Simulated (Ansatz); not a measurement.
## A geometry optimisation of BrF2GeHSn with PBE-D3(BJ)/def2-SVP

The starting geometry of this gas-phase singlet was optimised with GFN2-xTB.

```xyz
6

Br    0.7633    0.6382   -1.4470
F     1.2211   -2.7810   -0.5900
F    -0.6534    2.1236    1.1385
Ge   -1.3991    0.8672    0.0752
Sn    1.6978   -1.0618    0.4278
H    -0.4374   -0.5971    1.1314
```

Predict what becomes of its bonds when it is optimised with PBE-D3(BJ)/def2-SVP.

New bonds form, giving a structure with Br1 bridging Sn5 and Ge4, H6 bridging Sn5 and Ge4, given below by its coordinates. Contacts that close: Ge4–H6 (2.05 → 1.77 Å), Sn5–H6 (2.30 → 2.03 Å).

The energy falls by 0.40 eV over 12 steps:

```csv
step,E − E(last) (eV)
1,0.403
2,0.061
3,0.033
5,0.002
6,0.000
7,0.000
8,0.000
10,0.000
11,0.000
12,0.000
```

Final geometry (Å):

```xyz
6

Br    0.7115    0.7055   -1.5621
F     1.1500   -2.6647   -0.4129
F    -0.5391    1.9484    1.2083
Ge   -1.2795    0.7443    0.1170
Sn    1.5521   -0.9538    0.5002
H    -0.4027   -0.5904    0.8854
```

The end wasn't checked by frequencies. Atoms past krypton carry core potentials, without spin–orbit terms. Run with Ansatz 0.2.0, 13 s on 2 threads of Intel(R) Xeon(R) 6975P-C (Granite Rapids), with other jobs on the host.
